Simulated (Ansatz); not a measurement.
Computed with Ansatz on PBE0-D4/def2-TZVP structures; ΔE is electronic, products minus reactants. CCSD(T)/CBS is the MP2 limit (def2-TZVPP, def2-QZVPP) plus CCSD(T) − MP2 in def2-TZVPP, frozen cores. This one scheme is used for every species. Functionals use def2-TZVPP. Each species was taken in one conformer, which may not be the lowest.

`CC1=[C]([AlH2])C1` + H₂O → `CC1=C(O)C1` + `[AlH3]`  (formal hydrolysis of a C–Al bond)

CCSD(T)/CBS gives +1.31 eV.

Q: Another level gave +1.17 eV. Which?
A. MP2/def2-TZVPP
B. PBE-D4/def2-TZVPP
C. CCSD/def2-TZVPP
D. r2SCAN/def2-TZVPP

A: D. r2SCAN 1.17, CCSD/def2-TZVPP 1.23, PBE-D4 1.09, MP2/def2-TZVPP 1.32 eV.

Largest T1 diagnostic among the species: 0.011.

From PBE to PBE0 (25 % exact exchange), in def2-TZVPP and without D4, ΔE moves by +0.04 eV. The D4 term adds +0.04 eV with B3LYP and +0.02 eV with PBE0; it sums over pairs of atoms, weighted by their polarisabilities, and B3LYP, whose exchange is more repulsive, gets the larger term.

B3LYP here is the variant with VWN-RPA as its local correlation; programs differ in this.
